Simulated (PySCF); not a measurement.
PySCF input (B3PW91/6-31G* (5d)):

```python
from pyscf import gto, dft

mol = gto.M(
    atom='''
    F    -1.32388716   -0.37054190    0.06138857
    Si   -0.01157226    0.43205305   -0.00961660
    F     1.34188846   -0.30154062   -0.04642942
    ''',
    basis='6-31g*',
    charge=1,
    spin=1,
    verbose=4,
)

mf = dft.UKS(mol, xc='b3pw91')
mf.grids.level = 3
mf.conv_tol = 1e-9
mf.max_cycle = 100
mf.max_memory = 1500
mf.kernel()
if not mf.converged:
    mf = mf.newton()
    mf.kernel(mf.make_rdm1())
mo, _, stable, _ = mf.stability(return_status=True)
if not stable:
    mf.kernel(mf.make_rdm1(mo, mf.mo_occ))
    stable = mf.stability(return_status=True)[2]
mf.dip_moment()
```

From the last part of the output:

```
  HOMO = -0.61778387418  LUMO = -0.470024600414  gap/eV = 4.02073
cycle= 5 E= -488.737271559702  delta_E= -3.68e-05  |g|= 0.00112  |ddm|= 0.0125
  alpha nocc = 16  HOMO = -0.617832887165944  LUMO = -0.323539793712858
  beta  nocc = 15  HOMO = -0.730987229411097  LUMO = -0.46953117076785
  HOMO = -0.617832887166  LUMO = -0.469531170768  gap/eV = 4.03550
cycle= 6 E= -488.737273051466  delta_E= -1.49e-06  |g|= 0.000277  |ddm|= 0.00265
  alpha nocc = 16  HOMO = -0.617878062994657  LUMO = -0.32358211641941
  beta  nocc = 15  HOMO = -0.730957232721482  LUMO = -0.469504555541794
  HOMO = -0.617878062995  LUMO = -0.469504555542  gap/eV = 4.03745
cycle= 7 E= -488.737273138834  delta_E= -8.74e-08  |g|= 3.97e-05  |ddm|= 0.000596
  alpha nocc = 16  HOMO = -0.617879446253209  LUMO = -0.323589151546671
  beta  nocc = 15  HOMO = -0.730958977397155  LUMO = -0.469507002819471
  HOMO = -0.617879446253  LUMO = -0.469507002819  gap/eV = 4.03742
cycle= 8 E= -488.737273140425  delta_E= -1.59e-09  |g|= 4.19e-05  |ddm|= 9.91e-05
  alpha nocc = 16  HOMO = -0.617878524847073  LUMO = -0.323588751431346
  beta  nocc = 15  HOMO = -0.73095913881549  LUMO = -0.469506197046149
  HOMO = -0.617878524847  LUMO = -0.469506197046  gap/eV = 4.03742
cycle= 9 E= -488.737273141013  delta_E= -5.87e-10  |g|= 6.3e-06  |ddm|= 2.76e-05
  alpha nocc = 16  HOMO = -0.617877162213449  LUMO = -0.323587500984704
  beta  nocc = 15  HOMO = -0.730959376503744  LUMO = -0.469504776807315
  HOMO = -0.617877162213  LUMO = -0.469504776807  gap/eV = 4.03742
Extra cycle  E= -488.737273140992  delta_E= 2.1e-11  |g|= 1.1e-05  |ddm|= 1.07e-05
converged SCF energy = -488.737273140992  <S^2> = 0.75224274  2S+1 = 2.0022415
uhf_internal: lowest eigs of H = [0.36519808 0.38513901 0.40202019]
<class 'pyscf.dft.uks.UKS'> wavefunction is stable in the internal stability analysis

WARN: System has nonzero charge 1; the dipole moment is origin-dependent.
Location of origin: [0. 0. 0.]

Dipole moment(X, Y, Z, Debye): -0.07533,  2.81388, -0.06263
```

The dipole moment of an ion depends on the origin.
